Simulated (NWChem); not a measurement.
System meant: C6H5O, doublet; SMILES Oc1[c]cccc1

NWChem input:

```
start job
memory heap 200 mb stack 900 mb global 1100 mb
geometry units angstroms noautoz
  O     -0.184345    -2.352209     0.000000
  C     -0.084637    -0.996493     0.000000
  C     -1.228733    -0.198924     0.000000
  C     -1.249925     1.179169     0.000000
  C     -0.005913     1.854218     0.000000
  C      1.179487     1.103633     0.000000
  C      1.148701    -0.300567     0.000000
  H      0.718610    -2.721199     0.000000
  H     -2.196282     1.744328     0.000000
  H      0.024175     2.954287     0.000000
  H      2.153048     1.616530     0.000000
  H      2.090909    -0.876952     0.000000
end
basis spherical
  O library def2-svp
  C library def2-svp
  H library def2-svp
end
dft
  odft
  mult 3
  xc xpbe96 cpbe96
  iterations 150
  mulliken
end
task dft energy
```

End of the output:

```
 ==============================================================================
                                 internuclear angles
 ------------------------------------------------------------------------------
        center 1       |       center 2       |       center 3       |  degrees
 ------------------------------------------------------------------------------
    2 C                |   1 O                |   8 H                |   108.02
    1 O                |   2 C                |   3 C                |   120.67
    1 O                |   2 C                |   7 C                |   123.64
    3 C                |   2 C                |   7 C                |   115.68
    2 C                |   3 C                |   4 C                |   125.76
    3 C                |   4 C                |   5 C                |   117.60
    3 C                |   4 C                |   9 H                |   121.73
    5 C                |   4 C                |   9 H                |   120.67
    4 C                |   5 C                |   6 C                |   119.17
    4 C                |   5 C                |  10 H                |   120.05
    6 C                |   5 C                |  10 H                |   120.77
    5 C                |   6 C                |   7 C                |   121.09
    5 C                |   6 C                |  11 H                |   119.88
    7 C                |   6 C                |  11 H                |   119.04
    2 C                |   7 C                |   6 C                |   120.69
    2 C                |   7 C                |  12 H                |   119.11
    6 C                |   7 C                |  12 H                |   120.20
 ------------------------------------------------------------------------------
                            number of included internuclear angles:         17
 ==============================================================================

 Summary of "ao basis" -> "" (spherical)
 ------------------------------------------------------------------------------
       Tag                 Description            Shells   Functions and Types
 ---------------- ------------------------------  ------  ---------------------
 O                          def2-svp                 6       14   3s2p1d
 C                          def2-svp                 6       14   3s2p1d
 H                          def2-svp                 3        5   2s1p

  pbe96 is a nonlocal functional; adding pw91lda local functional.

                                 NWChem DFT Module
                                 -----------------

 Summary of "ao basis" -> "ao basis" (spherical)
 ------------------------------------------------------------------------------
       Tag                 Description            Shells   Functions and Types
 ---------------- ------------------------------  ------  ---------------------
 O                          def2-svp                 6       14   3s2p1d
 C                          def2-svp                 6       14   3s2p1d
 H                          def2-svp                 3        5   2s1p

      Symmetry analysis of basis
      --------------------------

        a'         90
        a"         33

  number of electrons :                   49
  multiplicity        :                    3
 ------------------------------------------------------------------------
  no. of electrons and multiplicity not compatible                  49
 ------------------------------------------------------------------------
 ------------------------------------------------------------------------
  current input line :
    29: task dft energy
 ------------------------------------------------------------------------
 ------------------------------------------------------------------------
 There is an error in the input file
 ------------------------------------------------------------------------
 For more information see the NWChem manual at https://nwchemgit.github.io

0: no. of electrons and multiplicity not compatible:Received an Error in Communication
```

Task: What is wrong, and how is it mended?

Result: The program refused the input. Cause: the multiplicity doesn't fit the number of electrons (an even count wants an odd multiplicity, and the reverse). This input runs:
```
start job
memory heap 200 mb stack 900 mb global 1100 mb
geometry units angstroms noautoz
  O     -0.184345    -2.352209     0.000000
  C     -0.084637    -0.996493     0.000000
  C     -1.228733    -0.198924     0.000000
  C     -1.249925     1.179169     0.000000
  C     -0.005913     1.854218     0.000000
  C      1.179487     1.103633     0.000000
  C      1.148701    -0.300567     0.000000
  H      0.718610    -2.721199     0.000000
  H     -2.196282     1.744328     0.000000
  H      0.024175     2.954287     0.000000
  H      2.153048     1.616530     0.000000
  H      2.090909    -0.876952     0.000000
end
basis spherical
  O library def2-svp
  C library def2-svp
  H library def2-svp
end
dft
  odft
  mult 2
  xc xpbe96 cpbe96
  iterations 150
  mulliken
end
task dft energy
```
It converges to -306.18565 Ha (PBE/def2-SVP, spin-unrestricted).
